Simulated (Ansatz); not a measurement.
Species: CH₃B₂N, SMILES `NB=C=B` (C–B–N–H torsion 75°) (charge 0, multiplicity 1), formula CH3B2N.

Task: How many basis functions does frozen-core CCSD(T)/cc-pVTZ // PBE0-D3(BJ)/def2-TZVP (Ansatz, a quantum-chemistry and plane-wave program) use, how many core orbitals are frozen, and how many electrons are correlated?

Result: 162 basis functions and 4 frozen orbitals, which leaves 18 correlated electrons. Core time is of the order of seconds.
